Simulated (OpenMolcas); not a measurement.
Computed levels of 4d in ions with 37 electrons, in cm-1 above 2D 3/2.

```
Program             : OpenMolcas 26.06
Method              : SS-CASPT2, IPEA 0.25 Eh, imaginary shift 0.1 Eh
Basis               : ANO-RCC-VTZP
Scalar Hamiltonian  : DKH2, point nucleus
Spin-orbit coupling : state interaction with AMFI integrals over the reference wave functions, term energies averaged over their components
```

Active space for each ion: 1 electron in 10 orbitals (4d 5d); closed shells correlated by CASPT2: 4s 4p.

```
 Level  Zr3+  Nb4+  Tc6+  Ru7+
2D 5/2  1226  1848  3291  4195
```

Problem. Estimate 2D 5/2 for Mo5+ from its neighbours Nb4+ and Tc6+.

Solution. 2D 5/2 is fine structure, which grows about as the fourth power of a screened charge, so the fourth roots are averaged: ((1848^0.25 + 3291^0.25) / 2)^4 = 2492. The calculation gives 2484, so the estimate is off by +0.3 %; the measured value is 2584 (Sugar and Musgrove, J. Phys. Chem. Ref. Data 17, 155 (1988)).

With one active electron outside closed inactive shells, the extra shells (5d) add no correlation to the reference. With one active electron, CASPT2 adds the correlation within the correlated inactive shells and between them and that electron, and leaves the splitting within a term as the reference gives it. Computed and measured levels are paired by configuration, term and J; levels that our copy of the source lacks, or whose pairing is in doubt (as where it misses far off the trend of its configuration), stay unpaired and out of the deviations. Only configurations of the active space appear.
